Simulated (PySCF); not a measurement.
WF5, SMILES [F][W+]([F])([F])([F])[F], charge +1, multiplicity 1.

Geometry optimised at B3LYP-D3(BJ)/def2-SVP. The spin state was assumed, not searched. The isomer is the one that the SMILES or the coordinates give; other isomers of the formula were not compared. The def2 effective core potentials stand for the cores of W; spin–orbit coupling is left out.

Two levels are set side by side: PBE/def2-TZVP (PySCF) and HF/def2-TZVP (PySCF). Same geometry, gas phase. Differences are taken from unrounded values.

| quantity | HF | PBE | PBE minus HF |
|---|---|---|---|
| orbital gap (eV) | 16.98 | 5.50 | -11.48 |
| highest occupied level (eV) | -24.88 | -17.25 | 7.64 |
| lowest empty level (eV) | -7.90 | -11.75 | -3.84 |
| mean polarisability (bohr³) | 30.8 | 38.3 | 7.4 |

Without exact exchange PBE keeps part of each electron's self-repulsion, which lifts occupied levels and narrows the gap. Loosely held outer electrons make PBE densities more polarisable. Differences between two approximate levels are no errors against the true value.

Rough cost on one machine, each run with all the roots and properties that it gave: HF against PBE within a factor of 2.
